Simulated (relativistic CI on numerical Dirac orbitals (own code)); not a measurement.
Hyperfine structure of Bi24+, mass number 207

Calculated at this level of theory: Dirac-Coulomb-Breit CI, KLI orbitals optimised for each configuration, model QED (radiative potential, 1s self-energy scaled to tabulated hydrogen-like ionisation energies), unscaled Slater integrals (own radial code, finite nucleus).

Configuration list (outside the closed core [Ar] 3d10): 4s2 4p6 4d10 4f13, 4s2 4p6 4d10 4f12 5s, 4s2 4p6 4d10 4f11 5s2, 4s2 4p6 4d10 4f12 5p, 4s2 4p6 4d10 4f11 5s 5p, 4s2 4p6 4d9 4f14, 4s2 4p6 4d10 4f11 5p2, 4s2 4p6 4d10 4f11 5s 5d, 4s2 4p6 4d10 4f12 5d, 4s2 4p6 4d9 4f12 5s2, 4s2 4p5 4d10 4f14, 4s2 4p6 4d10 4f12 6s, 4s2 4p6 4d9 4f13 5p, 4s2 4p6 4d10 4f12 5g, 4s2 4p6 4d10 4f12 6d, 4s 4p6 4d10 4f14. Levels of other configurations are missing.

Nuclear spin I = 9/2, μ = 4.0729 μN, Q = -0.76 b (tables of Stone and Pyykkö). The electronic factors are computed for point nuclear moments, without core polarisation or the Bohr-Weisskopf and QED corrections.

```json
{"Level": "4s2 4p6 4d10 4f13 2F°_7/2", "E (eV)": "0.0000", "A (GHz)": "2.797", "B (GHz)": "5.1"}
{"Level": "4s2 4p6 4d10 4f13 2F°_5/2", "E (eV)": "5.6167", "A (GHz)": "5.223", "B (GHz)": "4.6"}
{"Level": "4s2 4p6 4d10 4f12 5s 4H_13/2", "E (eV)": "63.3567", "A (GHz)": "51.84", "B (GHz)": "5.37"}
{"Level": "4s2 4p6 4d10 4f12 5s 2H_11/2", "E (eV)": "64.6535", "A (GHz)": "-41.49", "B (GHz)": "5.03"}
{"Level": "4s2 4p6 4d10 4f12 5s 4F_9/2", "E (eV)": "65.1039", "A (GHz)": "73.28", "B (GHz)": "-0.749"}
{"Level": "4s2 4p6 4d10 4f12 5s 4H_9/2", "E (eV)": "69.1458", "A (GHz)": "-37.04", "B (GHz)": "4.15"}
{"Level": "4s2 4p6 4d10 4f12 5s 4F_3/2", "E (eV)": "69.3414", "A (GHz)": "-123.4", "B (GHz)": "-1.9"}
{"Level": "4s2 4p6 4d10 4f12 5s 4H_11/2", "E (eV)": "69.4014", "A (GHz)": "57.03", "B (GHz)": "4.94"}
```

Levels with J = 0, under 50 % of one LS term, or S terms without an open s electron are left out. Small factors come from cancelling terms and can be off by tens of per cent or more.

At this charge transitions that keep the count of f electrons are usually good to a few per cent. Terms inside the open d or f shell come out 10 to 20 % too wide with unscaled integrals. Levels that differ in their count of f electrons can be misplaced by several ten thousand cm⁻¹, since the correlation energy of f electrons is missing or only estimated; rates across such gaps can be off by orders of magnitude.

(1) Give the hyperfine levels of 4s2 4p6 4d10 4f13 2F°_7/2 relative to its centre of gravity.

## Answers

(1) With K = F(F + 1) − I(I + 1) − J(J + 1), E = AK/2 + B[¾K(K + 1) − I(I + 1)J(J + 1)]/[2I(2I − 1)J(2J − 1)]: F = 1: -51.52, F = 2: -46.65, F = 3: -39.2, F = 4: -28.98, F = 5: -15.75, F = 6: 0.7938, F = 7: 21.01, F = 8: 45.33 GHz.

LS names give the leading component of a level, which can be under half, so a name can repeat, a term be missing and a line seem to break the LS rules.
